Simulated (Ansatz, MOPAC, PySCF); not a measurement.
System: trichloro(prop-2-enyl)germane, C3H5Cl3Ge, net charge 0, singlet state. SMILES: C=C[CH2][Ge]([Cl])([Cl])[Cl]
Coordinates optimised at B3LYP-D3(BJ)/def2-TZVP (Ansatz, a program for electronic structure):
```
C
H 1 1.0903
H 1 1.0911 2 108.95
C 1 1.4896 2 112.56 3 125.81
C 4 1.3276 1 124.32 2 14.90
H 5 1.0816 4 121.31 1 178.93
H 5 1.0837 6 116.99 4 179.92
H 4 1.0849 5 119.60 6 0.79
Ge 1 1.9651 2 105.62 3 -112.61
Cl 9 2.1525 1 111.06 2 -57.03
Cl 9 2.1563 1 111.00 2 -177.00
Cl 9 2.1574 1 111.10 2 63.02
```

Quantity: vertical ionisation energy to the doublet, in eV. Set-up: dispersion terms only where a functional's name holds one; LANL2DZ with its own core potentials from Na on; each state is the SCF solution reached for its charge and spin; frozen cores in correlated levels (noble-gas shells and the d and f shells of earlier blocks); 6-31G* and kin with 6d, 5d where marked; spin-orbit terms left out; UHF or UKS for open shells; non-relativistic. First-principles rows: single points at B3LYP-D3(BJ) geometries (Ansatz). Semi-empirical rows: differences of heats of formation at the shared geometry for vertical values.

```
level                                    program  vertical ionisation energy to the doublet (eV)
---------------------------------------  -------  ----------------------------------------------
AM1                                        MOPAC                                            9.93
PM3                                        MOPAC                                            9.75
PM6                                        MOPAC                                            9.85
MNDO                                       MOPAC                                            9.99
HF/6-31G*                                 Ansatz                                            8.70
HF/6-31G* with LANL2DZ past Ar            Ansatz                                            8.80
PBE/6-31G* with LANL2DZ past Ar           Ansatz                                            9.42
B3LYP/STO-3G                              Ansatz                                            8.28
B3LYP/3-21G                               Ansatz                                            9.86
B3LYP/6-31G*                              Ansatz                                            9.56
B3LYP/6-31G* with LANL2DZ past Ar         Ansatz                                            9.66
M06-2X/6-31G* with LANL2DZ past Ar (5d)    PySCF                                            9.94
MP2/6-31G*                                Ansatz                                            9.80
MP2/6-31G* with LANL2DZ past Ar           Ansatz                                            9.90
PBE/def2-TZVPD                            Ansatz                                            9.40
wB97X-V/def2-TZVPD                        Ansatz                                            9.83
```

No value to compare with is used here. The 14 habitual levels span 8.28 (B3LYP/STO-3G) to 9.99 eV (MNDO); wB97X-V/def2-TZVPD gives 9.83.

The levels are drawn from those run, B3LYP/6-31G* more often than the rest, none by its result; left out are runs that failed, that the program found above a lower state of the same kind, or whose <S^2> lies over 0.5 above the pure value.
